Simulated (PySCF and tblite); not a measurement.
C₅H₇NO₂, numbered as in [N:1]#[C:2][CH:3]1[CH2:4][O:5][CH2:6][O:7][CH2:8]1.

The ensemble was built from 60 distance-geometry starts (ETKDG and KDG, MMFF94s, GFN2-xTB) and rests on GFN2-xTB geometries. Weights use PBE0-D3(BJ)/pcSseg-1 energies plus GFN2-xTB zero-point and thermal terms (modes under about 100 cm⁻¹ blended into free rotors). Symmetry numbers and mirror images are counted. Conformers within 2.5 kcal/mol (GFN2-xTB free energy) were kept, 4 at most. GIAO shieldings: PBE0/pcSseg-1. Shifts are against TMS (¹H), TMS (¹³C), NH3 (¹⁵N) at the same level. Run with PySCF (density fitting) and tblite.

The 6-ring runs over atoms 3–4–5–6–7–8.

```tsv
conformer	shape	symmetry	E(GFN2) kcal/mol	E(DFT) kcal/mol
1	6-ring chair (all substituents equatorial)	Cs	0.00	0.00
2	6-ring chair (C2 axial)	Cs	1.66	1.17
```

Q: How much do the weights at 298.15 K and the averaged shift of H3 depend on how the conformers are weighted?

A: 
```csv
weighting,1 (%),2 (%),δ (ppm),rms dipole (D)
"DFT energy with thermal terms, symmetry and mirror images (full scheme)",87,13,2.70,2.90
DFT energy with symmetry and mirror images,88,12,2.71,2.88
bare DFT energy,88,12,2.71,2.88
GFN2-xTB energy with symmetry and mirror images,94,6,2.76,2.63
GFN2-xTB free energy,94,6,2.76,2.65
leading conformer alone,100,0,2.82,2.39
equal weights,50,50,2.38,4.04
```

The largest departure from the full scheme, 0.33 ppm, comes with: equal weights.


¹⁵N shifts are against a computed isolated NH3 molecule, about 20 ppm from the liquid.

Conformer gaps in pcSseg-1 on xTB geometries can be 2 kcal/mol off for S=O, P=O and other polar bonds.